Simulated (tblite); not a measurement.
Compound: C3H6NSSi (doublet state).
Structure used (GFN2-xTB), in Å, numbered top down from 1:
```
atom  x, y, z in Å
C1     1.3926   -1.2066   -0.0603
C2     0.8610   -0.0593    0.6464
Si3   -0.6196    0.6577   -0.4009
S4    -2.1486   -0.8390   -0.6006
C5    -1.3960    2.0870    0.4998
N6    -1.8365    2.9650    1.0907
H7     1.0377   -2.1981    0.1465
H8     2.0989   -1.0801   -0.8573
H9     1.5904    0.7443    0.7327
H10    0.4902   -0.3185    1.6376
H11   -0.1610    1.1137   -1.7078
H12   -1.3079   -1.8667   -0.6088
```

Calculated harmonic vibrations of the isolated species, GFN2-xTB (tblite), most abundant isotopes, no scaling. This tight-binding method is rough: wavenumbers can miss measured ones by several per cent, in bad cases by 10 to 20. Modes of hydrogen on silicon and sulfur can be 10 to 20 % off. One conformer, not necessarily the lowest. Open shells enter through the occupations alone, without spin polarisation, and single modes of such species can be off by tens of per cent.

Harmonic wavenumbers (cm⁻¹): 56.0, 81.8, 107.6, 126.4, 156.4, 216.2, 292.8, 319.8, 327.9, 486.0, 513.2, 605.0, 611.6, 637.2, 661.4, 729.2, 757.3, 933.4, 1114.8, 1171.5, 1200.1, 1400.7, 1452.8, 2301.8, 2324.1, 2427.9, 2977.3, 2986.8, 3131.8, 3171.5.

A = 2686, B = 1726, C = 1138 MHz; mass 115.999 u (most abundant isotopes); point group C1, symmetry number 1; spin multiplicity 2.

Q: Zero-point energy?

A: Half the sum of the wavenumbers: 16640 cm⁻¹ = 47.58 kcal/mol.

Q: What is S at 200 K and 1 bar for an ideal gas of classical rigid rotors and harmonic oscillators?

A: Translation 38.20, rotation 27.31, vibration 18.22, spin (R ln 2) 1.38: S = 85.1 cal/(mol K).

Q: And Cp and H(200 K) − H(0)?

A: Cp = 27.05 cal/(mol K), of which vibrations give 19.10 (their classical limit is 30 R = 59.6); H(200 K) − H(0) = 3.59 kcal/mol without the zero-point energy, 2.00 from vibrations.

Q: How do the functions run with temperature in this model?

A: 
```json
{"T (K)": "150", "S (cal/(mol K))": "77.9", "Cp (cal/(mol K))": "23.0", "H − H(0) (kcal/mol)": "2.34", "G − H(0) (kcal/mol)": "-9.35", "ln q(vib)": "2.85"}
{"T (K)": "250", "S (cal/(mol K))": "91.5", "Cp (cal/(mol K))": "30.6", "H − H(0) (kcal/mol)": "5.04", "G − H(0) (kcal/mol)": "-17.85", "ln q(vib)": "5.37"}
{"T (K)": "298.15", "S (cal/(mol K))": "97.2", "Cp (cal/(mol K))": "33.7", "H − H(0) (kcal/mol)": "6.59", "G − H(0) (kcal/mol)": "-22.39", "ln q(vib)": "6.54"}
{"T (K)": "400", "S (cal/(mol K))": "107.8", "Cp (cal/(mol K))": "38.8", "H − H(0) (kcal/mol)": "10.29", "G − H(0) (kcal/mol)": "-32.85", "ln q(vib)": "8.89"}
{"T (K)": "600", "S (cal/(mol K))": "125.0", "Cp (cal/(mol K))": "45.8", "H − H(0) (kcal/mol)": "18.81", "G − H(0) (kcal/mol)": "-56.20", "ln q(vib)": "13.08"}
{"T (K)": "900", "S (cal/(mol K))": "145.0", "Cp (cal/(mol K))": "52.6", "H − H(0) (kcal/mol)": "33.64", "G − H(0) (kcal/mol)": "-96.83", "ln q(vib)": "18.47"}
```

q(vib) and H(0) count from the zero-point level.

Q: What must be added to the electronic energy to get the Gibbs energy at 200 K and 1 bar?

A: ZPE + [H(200 K) − H(0)] − T·S = 47.58 + 3.59 − 17.02 = 34.15 kcal/mol.

Hindered rotation and anharmonicity are outside this model. Other conformers, if any are populated, would add a mixing term that is left out. The structure is chiral; the term R ln 2 for an equal mix with its mirror image is left out.

The run took 0.3 s wall on one thread, Arm Neoverse V2 (aarch64), shared host with 96 logical CPUs at a one-minute load of 60. The figure is for the frequency step alone.
